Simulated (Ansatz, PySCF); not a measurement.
Gas-phase reaction in SMILES: [CH3][Sn]([F])([F])[F] -> [CH3] (CH3) + [F][Sn]([F])[F] (the C-Sn bond at the site shown breaks; other sites are not compared here)
Structures are relaxed separately at B3LYP-D3(BJ)/def2-TZVP in Ansatz (an electronic-structure program). Frequencies are from Ansatz or PySCF.

Quantity: bond dissociation energy (enthalpy at 298 K, with B3LYP-D3(BJ) rigid-rotor harmonic-oscillator terms), in eV. Cores are frozen in the correlated levels unless marked. Open shells are spin-unrestricted. No spin-orbit coupling. The frozen core is the preceding noble-gas configuration, with the filled d and f shells of earlier blocks. In def2 rows, elements after Kr have scalar-relativistic effective core potentials. CBS marks a two-point X^-3 extrapolation of the correlation energy; Hartree-Fock from the larger set. The bracket is a focal-point correction in the basis named.

| level | program | bond dissociation energy (eV) |
|---|---|---|
| BLYP-D4/def2-TZVPD | Ansatz + dftd4 | [?] |
| r2SCAN/def2-TZVPD | Ansatz | 2.78 |
| r2SCAN-D3(BJ)/def2-TZVPD | Ansatz + dftd3 | 2.80 |
| BHLYP-D3(BJ)/def2-TZVPD | Ansatz + dftd3 | 2.94 |
| LC-wPBE-D3(BJ)/def2-TZVPD | Ansatz + dftd3 | 3.06 |
| LC-wPBE/def2-TZVPD | Ansatz | 3.00 |
| wB97M-V/def2-TZVPD | Ansatz | [?] |
| CCSD/def2-SVPD | Ansatz | 2.92 |
| RI-MP2/CBS(def2-TZVPP,def2-QZVPP)+[CCSD(T)-MP2]/def2-TZVPP | Ansatz | 3.20 |

What belongs in the gaps?


- BLYP-D4/def2-TZVPD, bond dissociation energy (eV): 2.71
- wB97M-V/def2-TZVPD, bond dissociation energy (eV): 3.10
